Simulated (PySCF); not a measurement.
Electric field gradients and quadrupole coupling constants

Species: C₄H₁₃FSSi₃.
SMILES with atom numbers: `[F:1][C@H:2]1[CH2:3][C@H:4]([Si@@H:5]([SiH3:6])[S:7][SiH3:8])[CH2:9]1` (hydrogens: H10 on C2; H11, H12 on C3; H13 on C4; H14 on Si5; H15, H16, H17 on Si6; H18, H19, H20 on Si8; H21, H22 on C9)

Structure used (GFN2-xTB), in Å, numbered top down from 1:
```
atom  x, y, z in Å
F1    -3.559    1.671   -0.612
C2    -2.272    1.238   -0.389
C3    -1.923    0.966    1.074
C4    -1.355   -0.405    0.652
Si5    0.544   -0.541    0.596
Si6    1.238   -2.316   -0.727
S7     1.228    1.373   -0.182
Si8    3.358    1.252   -0.050
C9    -2.023   -0.232   -0.727
H10   -1.607    1.944   -0.891
H11   -1.229    1.668    1.529
H12   -2.818    0.888    1.689
H13   -1.755   -1.240    1.228
H14    1.014   -0.543    1.991
H15    1.892   -1.887   -1.967
H16    2.205   -3.145   -0.003
H17    0.113   -3.174   -1.104
H18    3.804    0.180   -0.933
H19    3.791    2.569   -0.478
H20    3.718    0.951    1.330
H21   -1.410   -0.422   -1.607
H22   -2.961   -0.777   -0.820
```

Field gradients from the PBE0/pcSseg-1 density (PySCF, non-relativistic), principal values in atomic units, ordered |Vxx| ≤ |Vyy| ≤ |Vzz|:

```json
{"atom": "S7", "Vxx": "0.3251", "Vyy": "1.3877", "Vzz": "-1.7128"}
```

Find the asymmetry η = (Vxx − Vyy)/Vzz and the couplings χ = eQV/h (234.96 MHz × Q in barn × V in au), with Q(33S) = −0.0678 b.

```
atom            environment  nucleus     η  χzz (MHz)  χxx (MHz)  χyy (MHz)
  S7  sulfur bonded to 2 Si      33S  0.62      27.29      -5.18     -22.11
```

The tensor is traceless: Vxx + Vyy + Vzz = 0.

What is Vzz at S7 in SI units (1 au = 9.71736 × 10²¹ V/m²)?

-1.7128 au = -16.644 × 10²¹ V/m².

And the gradient at the other heavy atoms, for which no coupling is worked out here?

| atom | environment | Vzz (au) | η |
| --- | --- | --- | --- |
| F1 | alkyl fluorine | 2.989 | 0.04 |
| C2 | sp3 C–F carbon | 0.528 | 0.15 |
| C3 | four-membered-ring carbon | -0.093 | 0.94 |
| C4 | sp3 carbon bound to silicon | -0.075 | 0.02 |
| Si5 | SiH silicon | 0.599 | 0.10 |
| Si6 | SiH3 silicon | 0.057 | 0.17 |
| Si8 | SiH3 silicon | 0.624 | 0.11 |
| C9 | four-membered-ring carbon | -0.072 | 0.92 |

What couplings would deuterons (Q(2H) = 0.00286 b) have in place of the hydrogens, at this geometry?

| atom | bonded to | bond length (Å) | Vzz (au) | η | χzz (kHz) |
| --- | --- | --- | --- | --- | --- |
| H10 | C2 | 1.092 | 0.2899 | 0.08 | 195 |
| H11 | C3 | 1.087 | 0.3110 | 0.02 | 209 |
| H12 | C3 | 1.088 | 0.3115 | 0.01 | 209 |
| H13 | C4 | 1.091 | 0.3109 | 0.01 | 209 |
| H14 | Si5 | 1.472 | 0.1581 | 0.02 | 106 |
| H15 | Si6 | 1.466 | 0.1630 | 0.01 | 110 |
| H16 | Si6 | 1.465 | 0.1636 | 0.00 | 110 |
| H17 | Si6 | 1.465 | 0.1642 | 0.00 | 110 |
| H18 | Si8 | 1.458 | 0.1643 | 0.03 | 110 |
| H19 | Si8 | 1.451 | 0.1703 | 0.02 | 114 |
| H20 | Si8 | 1.457 | 0.1652 | 0.02 | 111 |
| H21 | C9 | 1.089 | 0.3110 | 0.03 | 209 |
| H22 | C9 | 1.089 | 0.3100 | 0.02 | 208 |

Geometry: GFN2-xTB, one conformer, isolated molecule. GFN2-xTB bond lengths can be off by several hundredths of an ångström, more for odd bonds, and the gradients follow them. With a basis this small, the couplings can be 20 % off.
